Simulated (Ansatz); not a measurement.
Results of the Gaussian-basis code of Ansatz.

A structure relaxed at PBE0-D4/def2-TZVP, charge 0, multiplicity 1:

```xyz
17

C    -2.603    2.179    0.850
N    -1.556    1.303    0.509
C    -0.691    0.579    0.227
Mo    0.877   -0.734   -0.286
C     2.224    0.782   -0.036
O     2.977    1.625    0.102
C     0.661   -0.218   -2.251
O     0.543    0.067   -3.348
C     1.087   -1.245    1.681
O     1.208   -1.532    2.777
C     2.382   -1.995   -0.779
O     3.230   -2.706   -1.057
C    -0.475   -2.245   -0.534
O    -1.227   -3.090   -0.673
H    -2.194    3.133    1.186
H    -3.240    2.351   -0.019
H    -3.203    1.746    1.652
```

Give its formula and SMILES.

C7H3MoNO5, `C[N+]#[C][Mo-6]([C]#[O+])([C]#[O+])([C]#[O+])([C]#[O+])[C]#[O+]`.

Point group (tolerance 0.08 Å, 0.16 Å for H)?

C1.

Summarise the bond lengths by kind.

2 × C–N 1.163 to 1.406 Å; 3 × C–H 1.091 Å; 6 × C–Mo 2.024 to 2.109 Å; 5 × C–O 1.139 to 1.141 Å.
